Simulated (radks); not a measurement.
Q: Species: neutral neodymium. Configuration: [Xe] 4f4 6s1 6p1 (not the ground configuration). Calculated with a radial shooting solver on a logarithmic mesh with Libxc functionals: Dirac Kohn-Sham, PBE, spin-unpolarised, spherical densities, point nucleus; open shells fill j = l - 1/2 first.

Spin-orbit splittings of the eigenvalues, e(l+1/2) - e(l-1/2), with zeta = 2 splitting/(2l+1) and mean radii in bohr:

| shell | occ. | splitting (eV) | zeta (eV) | <r> j=l-1/2 | <r> j=l+1/2 |
|---|---|---|---|---|---|
| 2p | 6 | 520.1 | 346.7 | 0.08422 | 0.09063 |
| 3p | 6 | ? | ? | 0.2556 | 0.2681 |
| 3d | 10 | 22.44 | 8.976 | 0.2394 | 0.2433 |
| 4p | 6 | 22.50 | 15.00 | 0.6238 | 0.6520 |
| 4d | 10 | 3.973 | 1.589 | 0.7016 | 0.7117 |
| 4f | 4 | 0.4015 | 0.1147 | 1.112 | 1.136 |
| 5p | 6 | 3.021 | 2.014 | 1.665 | 1.756 |
| 6p | 1 | 0.1841 | 0.1227 | 5.715 | 6.000 |

Estimate the 3p splitting.

A: 103.8 eV (zeta = 69.22 eV).
